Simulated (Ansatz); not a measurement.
**Relative energy of two structures of NNaO2**

We compare X, a triplet given by its coordinates, with Y, a singlet given by its coordinates. Both are isolated molecules in the gas phase, relaxed with B3LYP-D4/def2-TZVP.

X (Å):

```xyz
4

N    -1.1581   -0.5151    0.2989
Na   -0.1435    1.6024   -0.3634
O    -1.6982    0.0904   -0.7050
O    -0.1411   -0.1251    0.9915
```

Close contacts (Å): N1–Na2 2.44, N1–O3 1.29, N1–O4 1.29, Na2–O3 2.20, Na2–O4 2.20.

Y (Å):

```xyz
4

N    -0.6066   -0.1265   -0.1343
Na   -0.5088    2.0929    0.1219
O    -1.5350    0.2921    0.6638
O    -0.5434   -1.3126   -0.3627
```

Close contacts (Å): N1–Na2 2.24, N1–O3 1.29, N1–O4 1.21, Na2–O3 2.14.

Problem. Estimate which is lower in electronic energy at CCSD(T)/def2-TZVPP, and by roughly how much.

Solution. The CCSD(T)/def2-TZVPP calculation puts structure Y lower, by 192.0 kJ/mol.

How the difference moves with the method:

```json
{"level": "B3LYP-D4/def2-TZVP", "geometry": "B3LYP-D4/def2-TZVP", "E(Y) − E(X) (kJ/mol)": "−167.2", "departure from the last row (kJ/mol)": "+24.8", "job, with rough time for the two": "optimisation, 28 s"}
{"level": "HF/def2-TZVPP", "geometry": "B3LYP-D4/def2-TZVP", "E(Y) − E(X) (kJ/mol)": "−91.3", "departure from the last row (kJ/mol)": "+100.7", "job, with rough time for the two": "part of the CCSD(T) run"}
{"level": "MP2/def2-TZVPP", "geometry": "B3LYP-D4/def2-TZVP", "E(Y) − E(X) (kJ/mol)": "−223.6", "departure from the last row (kJ/mol)": "−31.6", "job, with rough time for the two": "part of the CCSD(T) run"}
{"level": "CCSD(T)/def2-TZVPP", "geometry": "B3LYP-D4/def2-TZVP", "E(Y) − E(X) (kJ/mol)": "−192.0", "departure from the last row (kJ/mol)": "", "job, with rough time for the two": "single point, 35 s"}
```

The levels shown agree on the order. The largest departure from CCSD(T)/def2-TZVPP is that of HF/def2-TZVPP, 100.7 kJ/mol. At CCSD(T)/def2-TZVPP a singlet with the links of X lies below this triplet. Levels run at GFN2-xTB geometries aren't shown.

With harmonic frequencies from B3LYP-D4/def2-TZVP (ideal gas, rigid rotor, one conformer each, 298.15 K, 1 atm): on the last row, ΔE + ΔZPE = −188.3, ΔH = −188.8, ΔG = −186.5 kJ/mol.

The T1 diagnostic of structure Y is large, so the coupled-cluster value is less sure. Open shells are spin-unrestricted. The correlated steps freeze 4 core orbitals; the last core shell of Na is correlated, in a basis made for valence electrons. ΔG holds the spin degeneracy. Programs: Ansatz 0.2.0; the last row on 2 threads of Intel(R) Xeon(R) Processor @ 2.70GHz on a shared host.
